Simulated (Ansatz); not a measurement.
Molecule: CH3Si, net charge 0, doublet state. SMILES: C=[SiH]
Geometry: optimised at B3LYP-D3(BJ)/def2-TZVP (Ansatz, a first-principles code).

Wanted: atomisation energy, in kcal/mol. Terms: spin-orbit terms left out; 6-31G* and kin with 6d, 5d where marked; open shells spin-unrestricted; atomisation electronic, to ground-state atoms; no dispersion term unless named; non-relativistic. Ab initio and DFT rows: single points at B3LYP-D3(BJ) geometries (Ansatz).

| species | coefficient | E at B3LYP/6-31G* (Ansatz), Eh | E at wB97M-V/def2-TZVPD (Ansatz), Eh |
|---|---|---|---|
| C=[SiH] (CH3Si) | -1 | -329.29176 | -329.26202 |
| C atom | +1 | -37.84628 | -37.84643 |
| H atom | +3 | -0.50027 | -0.49411 |
| Si atom | +1 | -289.37173 | -289.35271 |

 1 Eh = 627.5095 kcal/mol.

**Question.** Work the quantity out at each level.

**Answer.** 
- B3LYP/6-31G*: the sum of coefficient times E is 0.57294 Eh, or 359.53 kcal/mol. Result: 359.5 kcal/mol.
- wB97M-V/def2-TZVPD: the sum of coefficient times E is 0.58055 Eh, or 364.30 kcal/mol. Result: 364.3 kcal/mol.
